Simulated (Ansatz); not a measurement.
Reaction (ligand exchange at the Si–N bond): `OBN[SiH3]` + CH₃NH₂ → `CN[SiH3]` + `NBO`

Gas-phase electronic energies from Ansatz, PBE0-D4/def2-TZVP geometries. CBS: MP2 limit from def2 TZ/QZ plus the TZ coupled-cluster correction, frozen cores. This one scheme is used for every species. DFT in def2-TZVPP. One conformer a species, not always the lowest.

| level | ΔE (kcal/mol) |
| --- | --- |
| r2SCAN0 | -0.1 |
| RPA@PBE/def2-TZVPP | 0.9 |
| MP2/def2-SVP | 0.1 |
| CCSD/CBS(def2) | 0.5 |

**Question.** What does CCSD(T)/CBS give? (An estimate is asked.)

**Answer.** Computed: +0.5 kcal/mol. The listed levels differ from it by -0.6, 0.4, -0.4, 0.0 kcal/mol.

Largest T1 diagnostic among the species: 0.012.

Leaving LDA and LC-ωPBE aside and taking each functional with its dispersion term where it has one, the values, not all of them listed here, spread over 0.7 kcal/mol, from PBE-D4 to B97M-V. LDA lies −0.8 kcal/mol from PBE without D4.
